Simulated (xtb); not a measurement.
C₆H₁₀AuO₂ (SMILES CC1=CC(C)=[O]->[Au+]([CH3])[O]1), charge +1, singlet, at a GFN2-xTB geometry (such geometries of metal compounds can be far from the true shape) (the multiplicity is a formal guess); xtb with GFN0-xTB.

xtb was given this input:
```
$ xtb mol.xyz --gfn 0 --chrg 1 --etemp 1000 --json

# file mol.xyz
19

Au     0.54732637     0.67334319     0.27763479
C      1.47114103     2.15482715    -0.72701074
H      2.08613064     2.66473907     0.01015622
H      0.74449983     2.83709640    -1.15007766
H      2.08857464     1.75673059    -1.52201096
C     -1.43594018    -1.27117979    -2.85121481
C     -1.00049977    -1.01537765    -1.42878763
C     -1.43251235    -1.83163365    -0.42486893
C     -1.10504892    -1.71326233     0.95562966
C     -1.69577160    -2.72563219     1.87636374
O     -0.36324081    -0.82406881     1.43051879
O     -0.22498191     0.02037069    -1.39228625
H     -2.52170344    -1.22909101    -2.90893899
H     -1.00792985    -0.52248796    -3.51211192
H     -1.10014784    -2.25990141    -3.15769197
H     -2.08448852    -2.64813803    -0.69115894
H     -1.37474772    -2.53634879     2.89704921
H     -2.78272962    -2.68773532     1.82072319
H     -1.38866859    -3.72583918     1.57438569
```

It wrote (shortened):

```
   ID    Z sym.   atoms
    1   79 Au     1
    2    6 C      2, 6-10
    3    1 H      3-5, 13-19
    4    8 O      11, 12

           -------------------------------------------------
          |                Calculation Setup                |
           -------------------------------------------------

           -------------------------------------------------
          |                 G F N 0 - x T B                 |
           -------------------------------------------------

          ...................................................
          :                      SETUP                      :
          :.................................................:
          :  # basis functions                  62          :
          :  # atomic orbitals                  61          :
          :  # shells                           39          :
          :  # electrons                        56          :
          :  electronic temp.         1000.0000000     K    :
          :  accuracy                    1.0000000          :
          :  -> integral cutoff          0.2500000E+02      :
          :  -> integral neglect         0.1000000E-07      :
          ...................................................

         :::::::::::::::::::::::::::::::::::::::::::::::::::::
         ::                     SUMMARY                     ::
         :::::::::::::::::::::::::::::::::::::::::::::::::::::
         :: total energy             -27.877473364385 Eh    ::
         :: gradient norm              0.052761386931 Eh/a0 ::
         :: HOMO-LUMO gap              1.829116358282 eV    ::
         ::.................................................::
         :: H0 energy                -29.491689033735 Eh    ::
         :: repulsion energy           0.341201133550 Eh    ::
         :: electrostat energy         1.299961243290 Eh    ::
         :: -> Gsolv                   0.000000000000 Eh    ::
         ::    -> Gsasa                0.000000000000 Eh    ::
         ::    -> Gshift               0.000000000000 Eh    ::
         :: dispersion energy         -0.006372571298 Eh    ::
         :: short-range corr.         -0.020574136192 Eh    ::
         :: add. restraining           0.000000000000 Eh    ::
         :: total charge               1.000000000000 e     ::
         :::::::::::::::::::::::::::::::::::::::::::::::::::::

           -------------------------------------------------
          |                Property Printout                |
           -------------------------------------------------

    * Orbital Energies and Occupations

         #    Occupation            Energy/Eh            Energy/eV
      -------------------------------------------------------------
         1        2.0000           -0.6861811             -18.6719
       ...           ...                  ...                  ...
        16        2.0000           -0.5063912             -13.7796
        17        2.0000           -0.5026891             -13.6789
        18        2.0000           -0.4924506             -13.4003
        19        2.0000           -0.4910256             -13.3615
        20        2.0000           -0.4778753             -13.0036
        21        2.0000           -0.4717197             -12.8361
        22        2.0000           -0.4607219             -12.5369
        23        2.0000           -0.4440827             -12.0841
        24        2.0000           -0.4366979             -11.8832
        25        2.0000           -0.4326791             -11.7738
        26        2.0000           -0.4177737             -11.3682
        27        2.0000           -0.4134862             -11.2515
        28        2.0000           -0.3988560             -10.8534 (HOMO)
        29        0.0000           -0.3316373              -9.0243 (LUMO)
        30                         -0.2863223              -7.7912
        31                         -0.1880248              -5.1164
[...]
        38                         -0.0914756              -2.4892
        39                         -0.0896337              -2.4391
       ...                                ...                  ...
        61                          0.6847894              18.6341
      -------------------------------------------------------------
                  HL-Gap            0.0672188 Eh            1.8291 eV
             Fermi-level            0.0000000 Eh            0.0000 eV

     #   Z          covCN         q      C6AA      α(0)
     1  79 Au       2.618    -0.031   320.655    33.971
     2   6 C        3.737    -0.208    27.623     7.589
     3   1 H        0.925     0.203     1.081     1.626
     4   1 H        0.925     0.196     1.119     1.654
     5   1 H        0.925     0.195     1.122     1.656
     6   6 C        3.759    -0.450    34.263     8.445
     7   6 C        2.885     0.324    22.695     7.785
     8   6 C        2.898    -0.238    36.269     9.843
     9   6 C        2.839     0.326    22.666     7.777
    10   6 C        3.758    -0.456    34.442     8.468
    11   8 O        1.600    -0.179    16.921     5.563
    12   8 O        1.682    -0.207    17.310     5.629
    13   1 H        0.925     0.216     1.021     1.580
    14   1 H        0.925     0.240     0.917     1.498
    15   1 H        0.925     0.216     1.020     1.579
    16   1 H        0.926     0.167     1.285     1.772
    17   1 H        0.925     0.251     0.874     1.462
    18   1 H        0.925     0.217     1.014     1.575
    19   1 H        0.925     0.217     1.015     1.575

 Mol. C6AA /au·bohr⁶  :       4711.661033
 Mol. C8AA /au·bohr⁸  :     178750.369739
 Mol. α(0) /au        :        111.047862

Wiberg/Mayer (AO) data.
largest (>0.10) Wiberg bond orders for each atom

 ---------------------------------------------------------------------------
     #   Z sym  total        # sym  WBO       # sym  WBO       # sym  WBO
 ---------------------------------------------------------------------------
     1  79 Au   2.500 --    12 O    0.949     2 C    0.807    11 O    0.521
     2   6 C    3.897 --     5 H    0.977     4 H    0.977     3 H    0.972
                             1 Au   0.807    11 O    0.103
     3   1 H    0.989 --     2 C    0.972
     4   1 H    0.989 --     2 C    0.977
     5   1 H    0.989 --     2 C    0.977
     6   6 C    3.978 --    14 H    0.979    13 H    0.968    15 H    0.968
                             7 C    0.965
     7   6 C    3.918 --     8 C    1.437    12 O    1.396     6 C    0.965
     8   6 C    3.912 --     7 C    1.437     9 C    1.255    16 H    0.967
                            12 O    0.104
     9   6 C    3.901 --    11 O    1.540     8 C    1.255    10 C    0.996
    10   6 C    3.968 --     9 C    0.996    17 H    0.978    19 H    0.965
                            18 H    0.965
    11   8 O    2.430 --     9 C    1.540     1 Au   0.521     2 C    0.103
    12   8 O    2.662 --     7 C    1.396     1 Au   0.949     8 C    0.104
    13   1 H    0.983 --     6 C    0.968
    14   1 H    0.990 --     6 C    0.979
    15   1 H    0.983 --     6 C    0.968
    16   1 H    0.976 --     8 C    0.967
    17   1 H    0.988 --    10 C    0.978
    18   1 H    0.983 --    10 C    0.965
    19   1 H    0.983 --    10 C    0.965
 ---------------------------------------------------------------------------

Topologies differ in total number of bonds
Writing topology from bond orders to xtbtopo.mol

 dipole moment from electron density (au)
     X       Y       Z
  -0.4711  -0.6775   0.1760  total (Debye):    2.145

           -------------------------------------------------
          | TOTAL ENERGY              -27.877473364385 Eh   |
          | GRADIENT NORM               0.052761386931 Eh/α |
          | HOMO-LUMO GAP               1.829116358282 eV   |
           -------------------------------------------------

normal termination of xtb
```
